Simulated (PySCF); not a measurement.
# Radial density of Ag³⁵⁺ (silver, charge +35)

UHF, [Ne] 3s2, closed-shell 1S. All numbers are calculated (PySCF 2.14, the spin-free X2C one-electron Hamiltonian (Gaussian nucleus), in an uncontracted even-tempered set (18 s from 5.9 bohr⁻², ratio 2.5; 12 p from 7.7 bohr⁻², ratio 2.5; 4 d from 29 bohr⁻², ratio 2.7; 4 f from 43 bohr⁻², ratio 2.7)).

```
r (bohr)  4πr²ρ (e/bohr)
  0.0236           59.38
  0.0396           48.22
  0.0667           57.30
   0.112           64.46
   0.189           21.44
   0.317           8.991
   0.534           1.181
   0.898        0.004873
```

Densities and radii are taken from the X2C orbitals without a picture-change correction, which distorts them close to the nucleus.
